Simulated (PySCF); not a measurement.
Molecule: `CSc1ccncc1`, C6H7NS.

Bonds (- single, = double, # triple, : aromatic): C1-S2 1.798 Å, S2-C3 1.753 Å, C3:C4 1.403 Å, C4:C5 1.389 Å, C5:N6 1.333 Å, N6:C7 1.328 Å, C7:C8 1.395 Å, C8:C3 1.399 Å. C1 carries H9, H10, H11; C4 carries H12; C5 carries H13; C7 carries H14; C8 carries H15.

Geometry PBE0-D3(BJ)/def2-SVP throughout; GIAO in PySCF, gas phase, one conformer, non-relativistic; equivalent atoms averaged; functional PBE0.

Task: How do the shifts δ (against TMS, CS2, NH3 at the same level) depend on the basis set? (ppm; last column core-seconds on shared hosts with different chips, so compare them loosely)

Result: 
```csv
basis set,functions,C3,C5/C7,C4/C8,C1,S2,N6,H13/H14,H12/H15,H9/H10/H11,core-s
STO-3G,51,127.7,120.0,103.7,21.6,-40.6,254.6,8.36,6.64,1.47,5.2
pcSseg-0,90,159.3,162.2,127.7,17.5,-36.3,368.3,8.91,6.75,2.19,9.6
6-31G,90,147.3,144.0,116.1,15.7,-42.3,315.5,8.79,7.04,2.26,11
6-31G*,130,144.9,142.7,113.5,14.9,2.7,296.9,8.42,6.69,2.13,17
cc-pVDZ,151,152.6,147.9,118.5,15.9,-2.1,321.0,8.41,6.68,2.13,21
def2-SVP,151,150.5,146.9,116.1,15.0,9.8,320.3,8.25,6.60,2.04,18
pcSseg-1,178,157.1,155.0,122.7,16.3,5.8,343.4,8.53,6.81,2.26,25
aug-cc-pVDZ,251,152.8,148.6,117.1,17.4,8.0,314.3,8.71,7.15,2.39,45
"6-311+G(2d,p)",266,156.7,153.3,120.9,16.2,29.0,328.9,8.64,7.08,2.33,44
def2-TZVP,296,159.1,154.7,122.4,16.0,32.0,337.1,8.63,7.06,2.26,58
```

Task: Which nucleus moves most, in ppm?

Result: N6 (pyridine-type ring nitrogen): from 254.6 ppm with STO-3G to 368.3 ppm with pcSseg-0. The smallest spread is 0.56 ppm, at H12/H15. Proton shifts span only some 12 ppm, so a few tenths of a ppm matter as much there as several ppm in carbon.

Task: Taking the largest basis, def2-TZVP (296 functions), as the yardstick, rank the others by their worst heavy-atom deviation.

Result: 6-311+G(2d,p) 8.2 ppm (266 functions), def2-SVP 22.2 ppm (151 functions), aug-cc-pVDZ 24.0 ppm (251 functions), pcSseg-1 26.2 ppm (178 functions), cc-pVDZ 34.1 ppm (151 functions), 6-31G* 40.2 ppm (130 functions), pcSseg-0 68.3 ppm (90 functions), 6-31G 74.3 ppm (90 functions), STO-3G 82.5 ppm (51 functions).

A small basis that lands close on one nucleus may do so by chance; judge by the trend and by all nuclei.
